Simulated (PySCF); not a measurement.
C4H4FN2O (charge -1).
Z-matrix (Å and degrees, GFN2-xTB geometry), rows numbered from 1:
```
C 
O   1  1.3940
C   2  1.4042  1  114.09
C   3  1.3941  2  125.81  1  -179.83
N   4  1.3354  3  110.27  2  -179.97
N   5  1.3354  4  108.87  3    -0.00
C   6  1.3271  5  107.29  4    -0.00
F   7  1.3777  3  127.67  2    -0.05
H   1  1.0983  2  111.93  3    60.54
H   1  1.0984  2  111.92  3   -60.96
H   1  1.0936  2  106.73  3   179.79
H   4  1.0769  3  128.23  2     0.06
```

Structure optimised with GFN2-xTB, isolated species.

Masses are those of the commonest isotopes; rigid-rotor values at the optimised geometry. The values belong to one conformer with, in the numbering `[CH3:1][O:2][c:3]1[cH:4][n:5][n-:6][c:7]1[F:8]`, C1–O2–C3–C4 180°.

(1) Give the principal moments of inertia and the rotational constants in MHz.

(2) Classify the top.

(3) Is it planar, by Δ = Ic − Ia − Ib?

(4) Give the coordinates in the principal-axis frame, origin at the centre of mass.

(5) Estimate the classical rotational partition function at 100 K, 200 K and 500 K.

Answers

(1) Ia = 138.98, Ib = 249.52, Ic = 385.32 u·Å²; 505379 MHz·u·Å²/I gives A = 3636, B = 2025, C = 1312 MHz.

(2) An asymmetric top. Ray's parameter κ = (2B − A − C)/(A − C) = -0.386; −1 is the prolate and +1 the oblate limit.

(3) Not planar: Δ = Ic − Ia − Ib = -3.19 u·Å². For a rigid frame Δ = −2 Σ m c², so Σ m c² = 1.59 u·Å² lies off the ab plane, practically all of it from hydrogen. The atom farthest from that plane is 0.89 Å away.

(4) The sense of each axis is arbitrary; atoms in the order of the calculation.
| atom | mass (u) | a (Å) | b (Å) | c (Å) |
| --- | --- | --- | --- | --- |
| C1 | 12.000 | -2.458 | -0.105 | -0.002 |
| O2 | 15.995 | -1.481 | -1.099 | 0.002 |
| C3 | 12.000 | -0.165 | -0.609 | 0.000 |
| C4 | 12.000 | 0.994 | -1.384 | 0.000 |
| N5 | 14.003 | 2.075 | -0.600 | -0.001 |
| N6 | 14.003 | 1.683 | 0.677 | 0.000 |
| C7 | 12.000 | 0.355 | 0.681 | 0.000 |
| F8 | 18.998 | -0.341 | 1.870 | 0.000 |
| H9 | 1.008 | -2.388 | 0.536 | -0.891 |
| H10 | 1.008 | -2.393 | 0.537 | 0.887 |
| H11 | 1.008 | -3.425 | -0.615 | -0.004 |
| H12 | 1.008 | 1.078 | -2.458 | -0.001 |

(5) Point group Cs, symmetry number σ = 1; q = (√π/σ)·√((kT/h)³/(ABC)), k/h = 20836.6 MHz/K: 54200 at 100 K, 153000 at 200 K, 606000 at 500 K.

Stationary, but not proved a minimum. No vibrational averaging or centrifugal distortion is included, and the geometry carries the error of its method.

The numbers are calculated, not measured.
